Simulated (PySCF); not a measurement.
Al(H)(OH)(NH2) (AlH4NO), SMILES [NH2][AlH][OH]. Geometry: TPSSh-D3(BJ)/def2-TZVP. Other conformers were not sampled.

Computed equilibrium geometry at TPSSh-D3(BJ)/def2-TZVP (PySCF confirms it by a frequency run) as Cartesian coordinates in Å, and its point group (one conformer of several):
point group Cs.
```xyz
7

Al    -0.4671    -0.0493     0.0000
H     -2.0424    -0.1222     0.0000
O      0.5195    -1.4401     0.0000
H      0.1624    -2.3305     0.0000
N      0.3625     1.5104     0.0000
H      1.3640     1.6378     0.0000
H     -0.1050     2.4048     0.0000
```
Charge 0, spin multiplicity 1.
